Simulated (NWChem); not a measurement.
## Ionisation of C4H3S

SMILES: [c]1cccs1
```xyz
8

C      0.1442     1.2379     0.0000
C      1.3602     0.6345     0.0000
C      1.1842    -0.7888     0.0000
C     -0.1305    -1.1729     0.0000
S     -1.1966     0.1920     0.0000
H      2.3238     1.1452     0.0000
H      2.0135    -1.4990     0.0000
H     -0.5405    -2.1827     0.0000
```
Charge 0, spin multiplicity 2.

Program: NWChem. All single points use one geometry, from UPBE0/def2-SVP, a minimum by its harmonic frequencies.

Basis set: def2-TZVP. −ε marks an orbital energy of the parent.

The structure started from a generated list of species. The unpaired electrons of the parent sit in orbitals of symmetry a' (Cs labels of the run); other states weren't searched. No SCF solution was tested for a lower state.

Task: One of these methods gave a first vertical ionisation energy of 5.84 eV. Which?
(A) G0W0@PBE0
(B) G0W0@PBE
(C) −ε(beta HOMO) of PBE
(D) G0W0@BHandHLYP

Result: C, −ε(beta HOMO) of PBE. The others give 8.52 (G0W0@PBE), 8.73 (G0W0@PBE0), 8.89 (G0W0@BHandHLYP).
